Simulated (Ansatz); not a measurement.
indium atom (In), doublet (core potentials on In).

Input for Ansatz (a quantum-chemistry and plane-wave program):
Ansatz 0.2 input:
```yaml
crystal:
  periodic: [false, false, false]
  atoms:
    - {symbol: In, position_ang: [0.00000000, 0.00000000, 0.00000000]}
basis:
  gaussian:
    orbitals: def2-SVP
hamiltonian:
  xc: {name: SVWN5}
magnetization: {spin_polarized: true, initial_magnetization: 1}
```

Problem. Give the number of basis functions at the level SVWN5/def2-SVP run with Ansatz.

Solution. 26

Problem. Predict the total energy from SVWN5/def2-SVP.

Solution. -189.7900 Eh

Problem. Predict the <S^2> from SVWN5/def2-SVP.

Solution. 0.751
